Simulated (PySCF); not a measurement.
Ga(F)(OMe)(NH2) (CH5FGaNO), SMILES [NH2][Ga]([O]C)[F]. Atoms are numbered in the order given.

```xyz
10

Ga    -0.2173     0.1985     0.2101
F     -1.8896     0.4112     0.6842
O      0.0602    -1.0537    -1.0222
C      1.3318    -1.3796    -1.5298
H      1.2520    -2.3119    -2.1145
H      1.7299    -0.5988    -2.2074
H      2.0870    -1.5520    -0.7374
N      1.0546     1.1648     1.0522
H      0.8108     1.9363     1.6635
H      2.0093     1.2242     0.7174
```
Charge 0, spin multiplicity 1.

Coordinates come from a B3LYP-D3(BJ)/def2-SVP optimisation. The structure was generated by enumeration; whether it is a known compound was not checked. One conformer was computed; it need not be the lowest.

The numbers are results of B3LYP-D3(BJ)/def2-SVP in PySCF, not measurements.

Frequencies are harmonic and unscaled.

```tsv
mode	ν (cm⁻¹)	IR (km/mol)	moving atoms (share of kinetic energy)
1	21	0.2	H 95 %
2	85	1.5	O 29 %, H 22 %, F 20 %, C 19 %
3	100	1.8	C 28 %, N 28 %, H 25 %, Ga 10 %, F 9 %
4	157	156.4	N 32 %, H 30 %, O 17 %, Ga 16 %
5	175	19.4	F 47 %, N 19 %, Ga 16 %, H 12 %
6	225	25.4	H 57 %, Ga 21 %, O 11 %, F 10 %
7	261	16.7	O 37 %, C 25 %, H 16 %, Ga 13 %, F 9 %
8	340	11.0	H 96 %
9	611	21.0	O 53 %, C 11 %, N 11 %, F 10 %
10	706	37.4	F 51 %, Ga 18 %, N 14 %, H 9 %
11	742	69.0	N 44 %, H 28 %, Ga 19 %, F 8 %
12	750	97.3	H 57 %, N 19 %, Ga 13 %, F 11 %
13	1130	195.1	O 48 %, C 40 %, H 12 %
14	1173	0.3	H 77 %, C 19 %
15	1197	28.1	H 66 %, C 21 %, O 13 %
16	1470	0.9	H 95 %
17	1476	3.0	H 96 %
18	1480	28.4	H 89 %, C 10 %
19	1511	25.7	H 90 %, N 10 %
20	2965	85.0	H 97 %
21	3024	60.2	H 90 %, C 10 %
22	3074	38.1	H 91 %, C 9 %
23	3584	30.4	H 96 %
24	3690	37.5	H 91 %, N 9 %
```
